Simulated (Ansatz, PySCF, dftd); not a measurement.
System: CH$_{6}$NSi, charge 0, doublet. CH6NSi (SMILES [CH2]N[SiH3], doublet).
B3LYP-D3(BJ)/def2-TZVP minimum from Ansatz (a quantum-chemistry and plane-wave program):
```xyz
9

Si     1.0051    -0.2171     0.2565
N     -0.5194    -0.0460    -0.5535
C     -1.6686     0.4957     0.0002
H      1.9480    -0.7631    -0.7438
H      1.4633     1.1030     0.7509
H      0.9280    -1.1286     1.4256
H     -0.6421    -0.4860    -1.4516
H     -2.5440     0.6102    -0.6187
H     -1.5778     1.0524     0.9203
```
Charge 0, spin multiplicity 2.

Wanted: enthalpy of formation at 298 K (by atomisation, with rigid-rotor harmonic-oscillator terms from PySCF's Hessian at B3LYP-D3(BJ)/def2-TZVP and the atoms' measured values of the G2/97 table; no spin-orbit terms), in kJ/mol. Open shells are spin-unrestricted; no spin-orbit coupling. Correlated methods leave the cores frozen. No relativity. Double hybrids freeze cores in their MP2 part. Where a partner has so few electrons that a lower coupled-cluster level is exact, that level stands in.

```csv
level,program,enthalpy of formation at 298 K (kJ/mol)
HF/cc-pV(D+d)Z,Ansatz,988.2
PBE-D4/def2-TZVPD,Ansatz + dftd4,99.6
r2SCAN-D3(BJ)/def2-TZVPD,Ansatz + dftd3,130.2
PBE0-D4/def2-TZVPD,Ansatz + dftd4,138.2
r2SCANh-D4/def2-TZVPD,Ansatz + dftd4,144.3
B2PLYP-D4/def2-TZVPD,Ansatz + dftd4,158.5
B2GP-PLYP-D4/def2-TZVPD,Ansatz + dftd4,174.0
MP2/cc-pV(D+d)Z,Ansatz,395.8
CCSD/cc-pV(D+d)Z,Ansatz,419.3
CCSD(T)/cc-pV(D+d)Z,Ansatz,396.8
CCSD(T)/cc-pV(T+d)Z,Ansatz,220.7
CCSDT(Q)/cc-pV(D+d)Z,Ansatz,394.7
```
